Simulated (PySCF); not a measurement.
Species: C2H9GaO.
Geometry (PBE0-D3(BJ)/def2-SVP, Å), atoms numbered from 1 in this order:
```
atom  x, y, z in Å
C1     0.1654    2.1606   -0.2088
O2     0.2851    0.8062   -0.5919
C3    -0.8582    0.0256   -0.3124
Ga4    2.1879   -0.1247   -0.2916
H5     0.0167    2.2508    0.8812
H6    -0.6826    2.6271   -0.7366
H7     1.0974    2.6640   -0.4934
H8    -1.0456   -0.0247    0.7742
H9    -1.7389    0.4530   -0.8192
H10   -0.6669   -0.9835   -0.6976
H11    3.0547    1.0300   -0.9316
H12    1.8887   -1.4332   -1.1231
H13    2.1121   -0.2118    1.2886
```

Level of theory: core-valence-separated Tamm–Dancoff BHandHLYP/aug-pcX-1 (pcseg-1 on H, def2-SVPD on Ga) in PySCF, non-relativistic, gas phase, PBE0-D3(BJ)/def2-SVP geometry. Absolute energies from this functional tend to lie a few eV below measured edges; no shift was applied.

The lowest roots of each edge with f over 0.003 (five at most, numbered afresh; weaker and dark ones are left out), with transition dipoles (au) in the frame of the coordinates:

```json
{"root": "1", "edge": "C", "E (eV)": "286.61", "μx": "0.0179", "μy": "0.0879", "μz": "0.0119"}
{"root": "2", "edge": "C", "E (eV)": "286.62", "μx": "0.0664", "μy": "0.0061", "μz": "-0.0193"}
{"root": "3", "edge": "C", "E (eV)": "287.34", "μx": "-0.0200", "μy": "-0.0052", "μz": "-0.0014"}
{"root": "4", "edge": "C", "E (eV)": "287.94", "μx": "0.0337", "μy": "0.0038", "μz": "0.0419"}
{"root": "5", "edge": "C", "E (eV)": "287.95", "μx": "-0.0431", "μy": "0.0388", "μz": "-0.0675"}
{"root": "6", "edge": "O", "E (eV)": "534.23", "μx": "0.0148", "μy": "-0.0065", "μz": "-0.0154"}
{"root": "7", "edge": "O", "E (eV)": "535.09", "μx": "0.0311", "μy": "-0.0147", "μz": "-0.0095"}
{"root": "8", "edge": "O", "E (eV)": "535.18", "μx": "0.0237", "μy": "0.0490", "μz": "0.0024"}
{"root": "9", "edge": "O", "E (eV)": "535.73", "μx": "-0.0275", "μy": "0.0136", "μz": "-0.0043"}
{"root": "10", "edge": "O", "E (eV)": "536.85", "μx": "-0.0154", "μy": "-0.0287", "μz": "0.0010"}
```

Question: What are the oscillator strengths?

Answer: f = (2/3) ΔE |μ|², with ΔE in hartree (27.2114 eV):

```
root  ΔE (Eh)  |μ|² (au)      f  core hole on
   1  10.5328   0.008188  0.058         C1/C3
   2  10.5331   0.004819  0.034         C1/C3
   3  10.5597   0.000429  0.003         C1/C3
   4  10.5817   0.002906  0.021         C1/C3
   5  10.5819   0.007919  0.056         C1/C3
   6  19.6326   0.000498  0.007            O2
   7  19.6643   0.001274  0.017            O2
   8  19.6674   0.002968  0.039            O2
   9  19.6876   0.000960  0.013            O2
  10  19.7288   0.001062  0.014            O2
```

Question: Molecules are fixed in this frame and the field points along (1, 0, −1)/√2. What effective strengths 3 f cos²θ do the roots have (θ between field and μ)?

Answer: root 1 (C1/C3): 0.000, root 2 (C1/C3): 0.077, root 3 (C1/C3): 0.004, root 4 (C1/C3): 0.001, root 5 (C1/C3): 0.006, root 6 (O2): 0.018, root 7 (O2): 0.032, root 8 (O2): 0.009, root 9 (O2): 0.011, root 10 (O2): 0.005. Root 2 is the strongest. Averaged over all orientations cos²θ is 1/3, which gives f back.

 Relativistic effects, spin–orbit coupling among them, are left out although an element past zinc is present.

The run took about 17 s of CPU time (one thread, shared machine).
